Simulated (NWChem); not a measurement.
System: C3H5FSi; SMILES FC=C=C[SiH3]

Output (shortened):

```
             Northwest Computational Chemistry Package (NWChem) 7.3.0
             --------------------------------------------------------

 C1  symmetry detected

                             Geometry "geometry" -> ""
                             -------------------------

 Output coordinates in angstroms (scale by  1.889725989 to convert to a.u.)

  No.       Tag          Charge          X              Y              Z
 ---- ---------------- ---------- -------------- -------------- --------------
    1 F                    9.0000    -0.50375151     2.69245179     0.27966366
    2 C                    6.0000     0.21397915     1.81380735    -0.46362819
    3 C                    6.0000     0.50586575     0.60918756    -0.04611810
    4 C                    6.0000     0.78510180    -0.61475857     0.32807715
    5 Si                  14.0000    -0.34322108    -2.07738774    -0.03527561
    6 H                    1.0000     0.51525962     2.22219438    -1.42325123
    7 H                    1.0000     1.71247494    -0.79562073     0.88011917
    8 H                    1.0000     0.38778367    -3.09599516    -0.83752917
    9 H                    1.0000    -1.53240148    -1.60971023    -0.78869217
   10 H                    1.0000    -0.77393832    -2.71892413     1.23625384

 Effective nuclear repulsion energy (a.u.)     188.5026401876

                                 NWChem DFT Module
                                 -----------------

 Summary of "ao basis" -> "ao basis" (spherical)
 ------------------------------------------------------------------------------
       Tag                 Description            Shells   Functions and Types
 ---------------- ------------------------------  ------  ---------------------
 F                          def2-svp                 6       14   3s2p1d
 C                          def2-svp                 6       14   3s2p1d
 Si                         def2-svp                 8       18   4s3p1d
 H                          def2-svp                 3        5   2s1p

            General Information
            -------------------
          SCF calculation type: DFT
          Wavefunction type:  closed shell.
          No. of atoms     :    10
          No. of electrons :    46
           Alpha electrons :    23
            Beta electrons :    23
          Charge           :     0
          Spin multiplicity:     1
          Use of symmetry is: off; symmetry adaption is: off
          Maximum number of iterations: 150
          AO basis - number of functions:    99
                     number of shells:    47
          Convergence on energy requested:  1.00D-06
          Convergence on density requested:  1.00D-05
          Convergence on gradient requested:  5.00D-04

              XC Information
              --------------
                  TPSS hybrid Method XC Functional
                     Hartree-Fock (Exact) Exchange  0.100
                  TPSS metaGGA Exchange Functional  0.900
             TPSS03 metaGGA Correlation Functional  1.000

             Grid Information
             ----------------
          Grid used for XC integration:  medium
          Radial quadrature: Mura-Knowles
          Angular quadrature: Lebedev.
          Tag              B.-S. Rad. Rad. Pts. Rad. Cut. Ang. Pts.
          ---              ---------- --------- --------- ---------
          F                   0.50       49          14.0       434
          C                   0.70       49          12.0       434
          Si                  1.10       88          11.0       590
          H                   0.35       45          13.0       434
          Grid pruning is: on
          Number of quadrature shells:   509
          Spatial weights used:  Erf1

      Superposition of Atomic Density Guess
      -------------------------------------

 Sum of atomic energies:        -503.40188233

      Non-variational initial energy
      ------------------------------

 Total energy =    -505.649518
 1-e energy   =   -1067.587585
 2-e energy   =     373.435427
 HOMO         =      -0.258082
 LUMO         =      -0.033641

     ---------------------------------------------
      Total Density - Mulliken Population Analysis
     ---------------------------------------------

    Atom       Charge   Shell Charges
 -----------   ------   -------------------------------------------------------
    1 F    9     9.39   1.99  1.14  0.77  3.43  2.05  0.00
    2 C    6     5.71   1.99  0.91  0.32  1.71  0.71  0.07
    3 C    6     6.01   1.99  0.99  0.28  1.93  0.77  0.04
    4 C    6     6.39   1.99  0.98  0.34  1.97  1.09  0.03
    5 Si  14    13.52   2.00  1.99  1.00  0.28  5.94  1.13  1.06  0.13
    6 H    1     0.91   0.67  0.21  0.02
    7 H    1     0.86   0.65  0.18  0.02
    8 H    1     1.07   0.70  0.36  0.01
    9 H    1     1.07   0.70  0.36  0.01
   10 H    1     1.07   0.70  0.36  0.01

   convergence    iter        energy       DeltaE   RMS-Dens  Diis-err
 ---------------- ----- ----------------- --------- --------- ---------
 d= 0,ls=0.0,diis     1   -506.2933622703 -6.95D+02  1.29D-02  4.56D-01
 d= 0,ls=0.0,diis     2   -506.2901613192  3.20D-03  6.70D-03  6.76D-01
 d= 0,ls=0.0,diis     3   -506.3525514798 -6.24D-02  1.60D-03  3.78D-02
 d= 0,ls=0.0,diis     4   -506.3557821146 -3.23D-03  6.82D-04  3.31D-03
 d= 0,ls=0.0,diis     5   -506.3561086905 -3.27D-04  2.69D-04  1.50D-03
  Resetting Diis
 d= 0,ls=0.0,diis     6   -506.3563106159 -2.02D-04  5.32D-05  1.98D-05
 d= 0,ls=0.0,diis     7   -506.3563134161 -2.80D-06  2.75D-05  1.51D-06
 d= 0,ls=0.0,diis     8   -506.3563129943  4.22D-07  1.68D-05  4.50D-06
 d= 0,ls=0.0,diis     9   -506.3563136395 -6.45D-07  2.78D-06  1.55D-07

         Total DFT energy =     -506.356313639507
      One electron energy =    -1070.938019819907
           Coulomb energy =      425.546139957996
    Exchange-Corr. energy =      -49.467073965176
 Nuclear repulsion energy =      188.502640187580

[...]
```

Level: TPSSh/def2-SVP. Geometry: optimised at B3LYP/6-31G* (spherical d).

Question: Reconstruct the input file.

Answer: One answer among several that fit: the input that was run:
```
start job
memory heap 200 mb stack 900 mb global 1100 mb
geometry units angstroms noautoz
  F     -0.516899     2.699756     0.267529
  C      0.215842     1.822847    -0.463058
  C      0.508290     0.621025    -0.037947
  C      0.788798    -0.600316     0.343734
  Si    -0.326503    -2.070039    -0.031019
  H      0.528331     2.230080    -1.419582
  H      1.709311    -0.774591     0.909213
  H      0.421083    -3.087007    -0.819962
  H     -1.507509    -1.610944    -0.802359
  H     -0.771532    -2.710214     1.236261
end
basis spherical
  * library def2-svp
end
dft
  xc xctpssh
  iterations 150
  mulliken
end
task dft energy
```
